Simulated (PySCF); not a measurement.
This PySCF input asks for the NMR shieldings of `[SiH2]1C(C)(C)CN[SiH2]S1`, C$_{4}$H$_{13}$NSSi$_{2}$; the geometry comes from GFN2-xTB.

```python
import basis_set_exchange as bse
import numpy as np
from pyscf import gto, dft
from pyscf.prop import nmr

atoms = """
C    -1.404902    0.218465    1.303118
C    -0.748499    0.086483   -0.071072
C    -1.838614   -0.092300   -1.128758
C     0.139992   -1.171644   -0.095227
N     1.294553   -1.098717    0.771753
Si    2.761493   -0.343581    0.321657
S     2.243531    1.124115   -1.181864
Si    0.298209    1.651445   -0.465790
H    -0.658584    0.338044    2.086427
H    -2.059968    1.086610    1.329324
H    -2.002789   -0.665527    1.528514
H    -2.409571   -1.001793   -0.940699
H    -1.406283   -0.163132   -2.124952
H    -2.526545    0.750151   -1.114785
H     0.498769   -1.327641   -1.115905
H    -0.458804   -2.046599    0.183445
H     1.090191   -1.305606    1.733984
H     3.685944   -1.231504   -0.373941
H     3.327038    0.327412    1.484804
H     0.444573    2.466565    0.741450
H    -0.278655    2.415697   -1.562547
"""
names = dict.fromkeys(["C", "N", "Si", "S", "H"], "pcSseg-1")
basis = {el: gto.basis.parse(bse.get_basis(n, elements=[el], fmt="nwchem")) for el, n in names.items()}
mol = gto.M(atom=atoms, basis=basis, charge=0, verbose=0)
mf = dft.RKS(mol, xc="PBE0")
mf.grids.level = 2
mf.grids.alignment = dft.numint.BLKSIZE   # the property module wants whole blocks of grid points
mf.conv_tol = 1e-9
mf.kernel()

calc = nmr.RKS(mf)   # GIAO
C = mf.mo_coeff
Co = C[:, mf.mo_occ > 0]
resp = mf.gen_response(singlet=True, hermi=2)
def vind(x):   # induced exchange potential for any number of trial vectors
    d = np.einsum("pi,xij,qj->xpq", C, 2 * x.reshape(-1, C.shape[1], Co.shape[1]), Co, optimize=True)
    return np.einsum("xpq,pi,qj->xij", resp(d - d.transpose(0, 2, 1)), C, Co, optimize=True).ravel()
mo1, _ = nmr.rhf.solve_mo1(calc, with_cphf=vind)
sigma = calc.kernel(mo1)
for i, s in enumerate(sigma):   # ppm
    w = np.linalg.eigvalsh((s + s.T) / 2)
    print("%2d %-2s iso %8.1f  s11 %8.1f  s22 %8.1f  s33 %8.1f" % (i, mol.atom_pure_symbol(i), w.mean(), *w))
```

Problem. What does it print?

Solution. 
```
 0 C  iso    161.0  s11    138.6  s22    160.2  s33    184.3
 1 C  iso    160.3  s11    146.0  s22    161.6  s33    173.5
 2 C  iso    160.2  s11    145.1  s22    150.4  s33    185.0
 3 C  iso    131.9  s11    103.4  s22    134.5  s33    157.7
 4 N  iso    244.3  s11    212.3  s22    251.3  s33    269.2
 5 Si iso    379.4  s11    345.8  s22    369.6  s33    422.7
 6 S  iso    816.7  s11    740.6  s22    836.8  s33    872.7
 7 Si iso    363.6  s11    321.6  s22    358.2  s33    411.1
 8 H  iso     30.2  s11     25.6  s22     29.3  s33     35.6
 9 H  iso     30.7  s11     26.5  s22     28.3  s33     37.3
10 H  iso     31.2  s11     27.6  s22     28.0  s33     38.1
11 H  iso     31.1  s11     27.0  s22     28.5  s33     37.8
12 H  iso     30.5  s11     25.6  s22     29.0  s33     37.0
13 H  iso     30.8  s11     26.7  s22     27.8  s33     37.8
14 H  iso     28.4  s11     24.8  s22     28.9  s33     31.5
15 H  iso     29.4  s11     23.6  s22     29.8  s33     34.7
16 H  iso     31.0  s11     22.3  s22     29.1  s33     41.7
17 H  iso     26.1  s11     21.3  s22     23.8  s33     33.2
18 H  iso     26.3  s11     22.6  s22     23.8  s33     32.5
19 H  iso     27.0  s11     22.6  s22     26.1  s33     32.3
20 H  iso     27.2  s11     22.9  s22     25.9  s33     32.6
```

These numbers come from an equivalent density-fitted implementation of the same equations, which agrees with the script to about 0.01 ppm for H and up to a few tenths of a ppm for heavy atoms, so last digits may differ.

Problem. Turn these shieldings into chemical shifts. Scale: 13C (σ = 186.93 ppm), 29Si (σ = 349.16 ppm), 1H (σ = 31.72 ppm) against TMS; NH3 for 15N (σ = 267.73 ppm); 33S (σ = 503.73 ppm) vs CS2 (reference shieldings calculated alike).

Solution. Averaging equivalent atoms: C 3: 55.1; C 1: 26.6; C 0/2: 26.3; N 4: 23.5; Si 7: -14.5; Si 5: -30.2; S 6: -313; H 17/18: 5.51; H 19/20: 4.65; H 14/15: 2.83; H 8/9/10/11/12/13: 0.97; H 16: 0.72 ppm. Experimental scales use liquid or dissolved standards, which lie at an offset from isolated NH3 (liquid NH3: subtract about 20 ppm).

Size and cost of the density-fitted run: 222 basis functions, 80 s wall time on 1 thread of an Arm Neoverse N1, shared host; peak memory 1.1 GiB.
